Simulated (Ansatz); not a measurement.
Ansatz (an electronic-structure program) input:

Ansatz 0.2 input:
```yaml
crystal:
  periodic: [false, false, false]
  atoms:
    - {symbol: N, position_ang: [-2.18199467, -0.22361262, 0.00443262]}
    - {symbol: B, position_ang: [-0.93911162, -0.78378971, 0.18578217]}
    - {symbol: Br, position_ang: [0.72374304, 0.15694442, -0.02360706]}
    - {symbol: H, position_ang: [-2.33008985, 0.74229674, -0.25764306]}
    - {symbol: H, position_ang: [-3.03139561, -0.75111453, 0.12395098]}
basis:
  gaussian:
    orbitals: def2-TZVPD
hamiltonian:
  xc: {name: r2SCANh}
magnetization: {spin_polarized: true, initial_magnetization: 1}
output: {forces: true}
```

Predict the final energy.

-2654.93936 Eh (r2SCANh/def2-TZVPD). The basis has 149 functions.

It need not be the lowest isomer of its formula.
